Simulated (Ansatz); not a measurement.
Reaction (ligand exchange at the Al–O bond): `F[SiH](F)C[O][AlH2]` + `O/C=N/[SiH3]` → `[AlH2][O]/C=N\[SiH3]` + `OC[SiH](F)F`

Gas-phase electronic energies from Ansatz, PBE0-D4/def2-TZVP geometries. CCSD(T)/CBS is the MP2 limit (def2-TZVPP, def2-QZVPP) plus CCSD(T) − MP2 in def2-TZVPP, frozen cores. Double bonds are as drawn, so ΔE can hold a change between cis and trans. Each species was taken in one conformer, which may not be the lowest.

`F[SiH](F)C[O][AlH2]`:

Cartesian coordinates in Å:
```
F 0.959 -2.787 -0.840
Si 1.164 -1.273 -0.396
F 2.327 -0.677 -1.296
C -0.415 -0.315 -0.663
O -0.221 0.982 -0.150
Al -0.970 1.884 1.073
H 1.618 -1.247 1.010
H -1.256 -0.838 -0.184
H -0.649 -0.265 -1.734
H -0.393 3.328 1.317
H -2.164 1.207 1.862
```

`O/C=N/[SiH3]`:

```xyz
9

O    -0.398   -0.204    2.403
C    -0.453   -0.279    1.071
N     0.383    0.269    0.313
Si    0.350    0.199   -1.412
H     0.380    0.331    2.618
H    -1.321   -0.878    0.770
H    -0.805   -0.602   -1.918
H     0.252    1.580   -1.949
H     1.612   -0.416   -1.894
```

`[AlH2][O]/C=N\[SiH3]`:

Cartesian coordinates in Å:
```
Al 1.312 2.043 0.853
O 0.401 0.694 0.307
C -0.853 0.270 0.538
N -1.369 -0.760 0.048
Si -0.535 -1.837 -1.034
H 2.779 2.126 0.297
H 0.604 3.049 1.842
H -1.422 0.919 1.217
H 0.670 -2.432 -0.392
H -1.469 -2.931 -1.392
H -0.117 -1.142 -2.284
```

`OC[SiH](F)F`:

```xyz
9

O    -0.568    1.379    0.918
C    -0.224    0.798   -0.331
Si    0.194   -1.015   -0.181
F    -1.086   -1.870    0.203
F     1.216   -1.145    1.036
H     0.146    1.217    1.541
H     0.605    1.334   -0.819
H    -1.092    0.922   -0.986
H     0.809   -1.620   -1.380
```

| species | CCSD(T)/CBS(def2) energy (Eh) |
| --- | --- |
| `F[SiH](F)C[O][AlH2]` | -847.07694 |
| `O/C=N/[SiH3]` | -460.01548 |
| `[AlH2][O]/C=N\[SiH3]` | -702.66019 |
| `OC[SiH](F)F` | -604.42353 |

(1) Work out ΔE.

Largest T1 diagnostic among the species: 0.015.

Answers

(1) ΔE = (-702.66019) + (-604.42353) − (-847.07694) − (-460.01548) = 0.00870 Eh = +22.8 kJ/mol.
